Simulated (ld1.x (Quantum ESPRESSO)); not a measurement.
ruthenium (Ru), RRKJ: configuration errors across variants

ruthenium, norm-conserving RRKJ (Kleinman–Bylander form), made with ld1.x (Quantum ESPRESSO) 7.5 (PBEsol, fully relativistic). Core [Ar] 3d10, reference 4s2 4p6 4d7 5s1 5p0. Waves: 4s (bound): rc 1.10 bohr; 4d (bound): rc 1.60 bohr; 4p (bound): rc 1.50 bohr. Local part: the p channel. Core correction: none. rho0 = 0.01.

Open shells are filled in proportion to 2j + 1 (rel_dist='average').

Occupied shells without a wave of their own: 5s. They enter only through the test configuration that unscreens the potential.

All-electron excitation energies from the reference (eV): (1) 4s2 4p6 4d7 5s0 5p0 7.300; (2) 4s2 4p6 4d6 5s0 5p0 25.484; (3) 4s2 4p6 4d5 5s0 5p0 56.091; (4) 4s2 4p6 4d8 5s0 5p0 -0.332; (5) 4s1 4p6 4d7 5s1 5p0 82.622; (6) 4s2 4p6 4d7 5s0.5 5p0 2.875.

For the base: The 5s level has no wave, so the channel is fitted at the deeper level alone: the likely source of the large errors.

On the changes marked as counting shells twice: ld1.x takes every shell without a wave as core, so the model core holds the marked electrons as well and exchange and correlation see them twice. This cancels in the reference configuration, but the file is broken for other ones, and its errors say nothing about a proper core correction.

The file “base” misses its own reference levels by 2.3 eV. The file “core correction a·sin(br)/r model core inside 0.46 bohr (5s counted twice)” misses its own reference levels by 2.3 eV. The file “core correction a·sin(br)/r model core inside 0.74 bohr (5s counted twice)” misses its own reference levels by 2.3 eV. The file “core correction a·sin(br)/r model core inside 0.88 bohr (5s counted twice)” misses its own reference levels by 2.3 eV. The file “core correction a·sin(br)/r model core inside 1.02 bohr (5s counted twice)” misses its own reference levels by 2.3 eV. The file “core correction a·sin(br)/r model core inside 1.20 bohr (5s counted twice)” misses its own reference levels by 2.3 eV. The file “core correction a·sin(br)/r model core inside 1.28 bohr (5s counted twice)” misses its own reference levels by 2.3 eV.

Errors AE − PS in meV (a dash: test not solved or not reliable):

```csv
change,(1),(2),(3),(4),(5),(6),bound ghosts
base,-117,-170,-218,-72,+15,-51,not determined
core correction a·sin(br)/r model core inside 0.46 bohr (5s counted twice),-235,-458,-691,-83,-31,-79,not determined
core correction a·sin(br)/r model core inside 0.74 bohr (5s counted twice),-235,-458,-691,-83,-33,-79,not determined
core correction a·sin(br)/r model core inside 0.88 bohr (5s counted twice),-235,-458,-691,-83,-32,-79,not determined
core correction a·sin(br)/r model core inside 1.02 bohr (5s counted twice),-235,-458,-691,-83,-28,-79,not determined
core correction a·sin(br)/r model core inside 1.20 bohr (5s counted twice),-235,-458,-691,-83,-26,-79,not determined
core correction a·sin(br)/r model core inside 1.28 bohr (5s counted twice),-235,-458,-691,-83,-26,-79,not determined
```

Q: Give the same row for: core correction a·sin(br)/r model core inside 0.58 bohr (5s counted twice).

A: -235, -458, -691, -83, -31, -79; bound ghosts: not determined. ld1.x takes every shell without a wave as core, so the model core holds the 5s electrons as well and exchange and correlation see them twice. This cancels in the reference configuration, but the file is broken for other ones, and its errors say nothing about a proper core correction.
